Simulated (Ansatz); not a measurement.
System: CH4O2 (charge 0, singlet). 
Coordinates optimised at B3LYP-D3(BJ)/def2-TZVP (Ansatz, an electronic-structure program):
```
C
H 1 1.0928
H 1 1.0928 2 109.93
O 1 1.4063 2 105.14 3 120.65
H 4 0.9650 1 108.19 2 -176.05
O 1 1.4063 2 111.93 3 -116.46
H 6 0.9650 1 108.19 2 -56.73
```

Basis-set convergence of Hartree-Fock and MP2 correlation energies (hartree) with Ansatz. Cores are frozen in the correlated levels unless marked. Spin-orbit coupling is left out. No relativistic terms.

```json
[
 {"basis": "cc-pVDZ", "functions": "-", "E(HF)": "-189.92387", "E(corr, MP2)": "-0.51888"},
 {"basis": "cc-pVTZ", "functions": "146", "E(HF)": "[?]", "E(corr, MP2)": "[?]"}
]
```

Task: What belongs in the gaps?

Result: 
- cc-pVTZ, E(HF): -189.98797
- cc-pVTZ, E(corr, MP2): -0.66120
